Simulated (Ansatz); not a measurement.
A nudged elastic band was laid between two geometries of BFH2O + BrH (7 atoms, charge 0, multiplicity 1).

Computed with Ansatz, RKS LDA/def2-SVP.

```json
{
 "movable images": "7",
 "climbing image": "yes",
 "spring": "5.0 eV/Å²",
 "optimiser": "quadratic models (default)",
 "start path": "through a guess of the saddle point",
 "force threshold": "0.03 eV/Å",
 "iteration limit": "60",
 "end points": "relaxed"
}
```

First end point:

```xyz
7
Properties=species:S:1:pos:R:3
B -0.151 -0.379 -0.029
O -0.454 0.212 1.148
H -1.113 -0.269 1.692
H 0.652 0.149 -0.769
F -0.738 -1.517 -0.344
Br 0.760 3.091 1.801
H 0.179 1.767 1.575
```

Last end point:

```xyz
7
Properties=species:S:1:pos:R:3
B 0.076 0.377 0.097
O -0.048 -0.029 1.660
H -0.950 -0.426 1.726
H 1.100 -0.102 -0.357
F -1.101 -0.047 -0.418
Br 0.165 2.387 0.322
H -0.106 0.896 2.044
```

**Question.** Which bonds break or form, and what moves?

**Answer.** Bonds broken: Br6–H7. Bonds formed: B1–Br6, O2–H7. BFH2O + BrH becomes BBrFH3O.

**Question.** Give the energies along the band, and the barrier.

**Answer.** The run converged. The highest image is number 6 of 0 to 8, 40.6 kJ/mol above the first end and 33.5 kJ/mol above the last; the last end lies 7.1 kJ/mol above the first. A vibrational analysis at the climbing image gives one clearly imaginary mode, 642i cm⁻¹: a first-order saddle point. The orbitals stay closed-shell, which can raise the energy where a bond breaks towards radicals; this wasn't checked here.

| image | path coordinate (Å) | energy (kJ/mol) | Br6–H7 (Å) | B1–Br6 (Å) | O2–H7 (Å) |
| --- | --- | --- | --- | --- | --- |
| 0 | 0.00 | 0.0 | 1.46 | 4.03 | 1.73 |
| 1 | 0.47 | 0.4 | 1.46 | 3.93 | 1.74 |
| 2 | 0.94 | 1.4 | 1.46 | 3.78 | 1.75 |
| 3 | 1.40 | 3.1 | 1.46 | 3.56 | 1.79 |
| 4 | 1.87 | 5.6 | 1.46 | 3.28 | 1.83 |
| 5 | 2.34 | 14.6 | 1.48 | 2.86 | 1.70 |
| 6 | 2.81 | 40.6 | 1.65 | 2.42 | 1.29 |
| 7 | 3.18 | 17.3 | 1.95 | 2.15 | 1.06 |
| 8 | 3.54 | 7.1 | 2.29 | 2.03 | 1.00 |

**Question.** What is the geometry of the highest image?

**Answer.** 
```xyz
7
Properties=species:S:1:pos:R:3
B 0.028 0.081 0.162
O -0.075 -0.098 1.607
H -1.008 -0.302 1.844
H 1.115 -0.083 -0.344
F -1.097 -0.180 -0.485
Br 0.126 2.459 0.622
H 0.047 1.180 1.669
```

**Question.** What are the harmonic wavenumbers there?

**Answer.** 642i, 174, 375, 434, 467, 481, 885, 915, 1010, 1065, 1152, 1342, 1419, 2633, 3645 cm⁻¹.

Time of the run: 53 s on 2 threads of Intel(R) Xeon(R) 6975P-C (Granite Rapids), on a shared host, peak memory 0.14 GiB.
